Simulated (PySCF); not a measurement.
Order these species by their calculated properties.

Each SMILES stands for a single optimised conformer of the isolated species, non-relativistic unless stated. Electronic properties by PySCF.

Dipoles, sizes and rotational constants follow the conformer. The torsions of the flexible species, by atom-mapped SMILES:
- `[CH3:1][CH2:2][CH2:3][c:4]1[n:5][cH:6][n:7][o:8]1`: C1–C2–C3–C4 64°, C2–C3–C4–N5 -115°
- `[CH2:1]=[CH:2][CH2:3][SiH2:4][PH2:5]`: C1–C2–C3–Si4 -107°, C2–C3–Si4–P5 -50°, H–P5–Si4–C3 83°, H–P5–Si4–C3 176°
- `[CH3:1][CH2:2][O:3][c:4]1[n:5][cH:6][cH:7][nH:8]1`: C1–C2–O3–C4 -74°, C2–O3–C4–N5 0°
- `[CH3:1][CH2:2][c:3]1[n:4][n:5][c:6]([CH3:7])[o:8]1`: C1–C2–C3–N4 -104°

Question: Rank by static isotropic polarisability, lowest first (PBE0/def2-SVPD at GFN2-xTB geometries).
A. `[SiH3]C1CPC1`
B. `n1c(onc1)CCC`
C. `C=CC[SiH2]P`
D. `C(C)Oc1[nH]ccn1`

Answer: B (72.3 au), D (75.3 au), A (87.5 au), C (92.3 au).

Question: Rank by dipole moment, lowest first (PBE0/def2-SVPD at GFN2-xTB geometries).
A. `CCc1nnc(C)o1`
B. `C(C[SiH2]P)=C`
C. `C(Oc1ncc[nH]1)C`
D. `[SiH3]C1CPC1`

Answer: B (0.65 D), D (0.98 D), C (2.03 D), A (3.59 D).

Question: Rank by HOMO energy, highest first (PBE0/def2-SVPD at GFN2-xTB geometries).
A. `CCCc1ncno1`
B. `CCc1nnc(C)o1`
C. `[SiH3]C1CPC1`
D. `O(c1[nH]ccn1)CC`
E. `C=CC[SiH2]P`

Answer: D (-6.05 eV), C (-6.61 eV), E (-7.26 eV), B (-7.55 eV), A (-8.28 eV).

Question: Rank by electronic spatial extent ⟨r²⟩ about the centre of nuclear charge, highest first (PBE0/def2-SVPD at GFN2-xTB geometries).
A. `Cc1nnc(CC)o1`
B. `C=CC[SiH2]P`
C. `[SiH3]C1CPC1`
D. `CCOc1ncc[nH]1`
E. `CCCc1ncno1`

Answer: A (1042 bohr²), D (985 bohr²), E (975 bohr²), B (908 bohr²), C (827 bohr²).

Question: Rank by lowest singlet excitation, highest first (TDDFT PBE0/def2-SVPD at GFN2-xTB geometries).
A. `[SiH3]C1CPC1`
B. `CCOc1ncc[nH]1`
C. `C([SiH2]P)C=C`
D. `CCc1nnc(C)o1`
E. `c1(ncno1)CCC`

Answer: C (6.40 eV), E (6.00 eV), D (5.74 eV), B (5.63 eV), A (5.44 eV).

Question: By how much do the two ends of that ranking differ?

Answer: By 0.96 eV, between `C=CC[SiH2]P` and `[SiH3]C1CPC1`.

Question: Rank by HOMO–LUMO gap, lowest first (PBE0/def2-SVPD at GFN2-xTB geometries).
A. `c1c[nH]c(OCC)n1`
B. `C=CC[SiH2]P`
C. `c1noc(CCC)n1`
D. `[SiH3]C1CPC1`

Answer: D (6.67 eV), A (6.78 eV), B (7.27 eV), C (7.55 eV).

Question: By how much do the two ends of that ranking differ?

Answer: By 0.88 eV, between `CCCc1ncno1` and `[SiH3]C1CPC1`.
